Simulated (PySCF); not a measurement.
Au(Me)2(acac) (C7H13AuO2), SMILES C1(=CC(=[O]->[Au]([O]1)([CH3])[CH3])C)C, multiplicity 1.

Geometry: B3LYP-D3(BJ)/def2-SVP. The spin state was assumed, not searched. The isomer is the one that the SMILES or the coordinates give; other isomers of the formula were not compared. The def2 effective core potentials stand for the cores of Au; spin–orbit coupling is left out. One conformer was computed; it need not be the lowest.

Two levels are set side by side: PBE/def2-SVP (PySCF) and CAM-B3LYP/def2-SVP (PySCF). Same geometry, gas phase. Differences are taken from unrounded values.

```csv
quantity,CAM-B3LYP,PBE,PBE minus CAM-B3LYP
orbital gap (eV),7.82,3.50,-4.33
highest occupied level (eV),-7.77,-5.49,2.28
lowest empty level (eV),0.06,-1.99,-2.05
dipole moment (D),1.44,1.43,-0.01
mean polarisability (bohr³),122.0,129.6,7.6
```

Without exact exchange PBE keeps part of each electron's self-repulsion, which lifts occupied levels and narrows the gap. PBE's more diffuse valence density responds more strongly to a field. Differences between two approximate levels are no errors against the true value.

Rough cost on one machine, each run with all the roots and properties that it gave: CAM-B3LYP against PBE within a factor of 2.
